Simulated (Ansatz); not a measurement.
Start from `COB(O)O[SiH3]` and change one atom or group to get `OB(Cl)O[SiH3]`.

Ansatz, PBE0-D4/def2-TZVP geometries, multiplicity 1. Each molecule was computed in one conformer, which needn't be the lowest.

```csv
property,`COB(O)O[SiH3]`
HOMO–LUMO gap (ωB97M-V/def2-TZVPP) / eV,12.78
HOMO energy (PBE/def2-TZVPP) / eV,-7.14
HOMO energy (PBE0/def2-TZVPP) / eV,-8.67
HOMO energy (ωB97M-V/def2-TZVPP) / eV,-11.02
HOMO–LUMO gap (PBE0/def2-TZVPP) / eV,8.96
LUMO energy (ωB97M-V/def2-TZVPP) / eV,1.76
```

(1) What does the change do to each property? (An estimate is asked.)

Results:

(1) Ansatz gave: 
```tsv
property	`OB(Cl)O[SiH3]`	shift
HOMO–LUMO gap (ωB97M-V/def2-TZVPP) / eV	13.03	0.25
HOMO energy (PBE/def2-TZVPP) / eV	-7.61	-0.47
HOMO energy (PBE0/def2-TZVPP) / eV	-9.11	-0.44
HOMO energy (ωB97M-V/def2-TZVPP) / eV	-11.43	-0.41
HOMO–LUMO gap (PBE0/def2-TZVPP) / eV	9.12	0.16
LUMO energy (ωB97M-V/def2-TZVPP) / eV	1.60	-0.16
```

With PBE0 the HOMO falls by 0.44 eV and the LUMO falls by 0.27 eV, so the gap widens by about 0.17 eV. PBE moves the HOMO by -0.47 eV and ωB97M-V by -0.41 eV.
